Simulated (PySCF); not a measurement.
C2H6ClNSi. Atoms are numbered in the order given.

```xyz
11

Si     0.3893    -0.0348     0.6067
N      1.9072    -0.7890     0.3429
Cl    -0.0331     1.5462    -0.7027
C     -0.9560    -1.2984     0.3816
C     -1.9969    -1.1627    -0.4467
H      0.4313     0.5726     1.9634
H      2.7621    -0.3053     0.5957
H      2.0435    -1.3566    -0.4870
H     -0.8732    -2.2179     0.9772
H     -2.1209    -0.2635    -1.0602
H     -2.7641    -1.9384    -0.5467
```

Geometry optimised at PBE0-D3(BJ)/def2-SVP. One conformer was computed; it need not be the lowest.

These are PBE/def2-TZVP (PySCF) values and carry that method's errors.

Gas-phase values at a fixed geometry.

The total energy is -883.89540 hartree, the highest occupied level is -6.44 eV and the lowest empty level comes out as -1.74 eV. The orbital gap is 4.70 eV, the dipole moment is 1.86 D and the quadrupole, principal values (traceless, Buckingham form, about the centre of nuclear charge) is -6.02, -1.33, 7.35 D·Å. The mean static polarisability is 69.4 bohr³ (10.29 Å³) and the polarisability, principal values comes out as 53.9, 71.7, 82.7 bohr³.
